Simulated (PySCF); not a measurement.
A single-point calculation

[HoF4]− (singlet in the valence; each metal's 4f electrons, 10 of them, lie in its core potential, out of spins and levels). PySCF 2.14.0, RKS PBE0, Ho lcecp-1-TZVP with ECP56, F def2-TZVP; non-relativistic Hamiltonian with scalar-relativistic core potentials where named; density fitting; no spin-orbit coupling. Purpose: basis and core treatment f-in-core-III/TZVP.

```python
mol = gto.M(atom='''
Ho    -0.00000    -0.00000     0.00000
F      1.18843     1.18843     1.18843
F     -1.18843    -1.18843     1.18843
F      1.18843    -1.18843    -1.18843
F     -1.18843     1.18843    -1.18843''',
    basis={'Ho': 'lcecp-1-TZVP', 'F': 'def2-TZVP'},
    ecp={'Ho': 'lcecp-1-TZVP'},
    charge=-1, spin=0)
mf = dft.RKS(mol, xc='PBE0')
mf.grids.atom_grid = (75, 302)  # f atoms: unpruned, at least (60, 302)
mf = mf.density_fit()  # fitting sets: Ho AutoAux, F def2-universal-JKFIT
mf.conv_tol = 1e-08; mf.max_cycle = 55
mf.kernel(dm0)  # dm0: free metal ions and neutral atoms
mf.nuc_grad_method().kernel()
```

Run from Python with OMP_NUM_THREADS=2; the lines above give its settings. Where DIIS fails, smearing, a level shift and second-order steps follow.
It took 25 s on 2 threads of Arm Neoverse V2, on a shared host.

(1) Where do the frontier levels lie, over both spins?

(2) What are the Mulliken charges and spins?

(3) What forces act on the atoms (eV/Å)?

The geometry was relaxed with PBE0 (Ho lcecp-1-SVP with ECP56, F def2-SVP).

An lcecp potential fixes the number of 4f electrons, so in runs with it no electron can move into or out of that shell.

## Answers

(1) HOMO -5.31 eV, LUMO 3.76 eV. The 4f levels lie in the core potential and are missing.

(2) 
```csv
atom,charge (e),spin (e)
Ho1,1.550,0.000
F2,-0.638,0.000
F3,-0.638,0.000
F4,-0.638,0.000
F5,-0.638,0.000
```
The spin of the 4f electrons in the core isn't counted.

(3) 
```
Ho   0.00  0.00  0.00
F    0.13  0.13  0.13
F   -0.13 -0.13  0.13
F    0.13 -0.13 -0.13
F   -0.13  0.13 -0.13
```
Forces carry noise of the integration grid, about 0.01 to 0.03 eV/Å.
